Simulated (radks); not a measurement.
Problem. Valence configurations of Si I (all share [Ne]). Method: Dirac Kohn-Sham, PBEsol, spin-unpolarised, spherical densities, finite nucleus; open shells are shared between the two j in proportion to 2j + 1; Fermi nuclear charge, rms radius 3.1224 fm; computed with a radial shooting solver on a logarithmic mesh with Libxc functionals. Order these by energy: 3s1.5 3p2.5; 3p4; 3s1 3p3; 3s2 3p2; 3s0.5 3p3.5.

Solution. From the lowest, in eV above it: 3s2 3p2 0.000; 3s1.5 3p2.5 3.377; 3s1 3p3 6.793; 3s0.5 3p3.5 10.247; 3p4 13.736. NIST lists [Ne] 3s2 3p2 as the ground configuration; this level of theory agrees among the configurations tried. The energies are those of spherical spin-averaged densities, not of single terms.
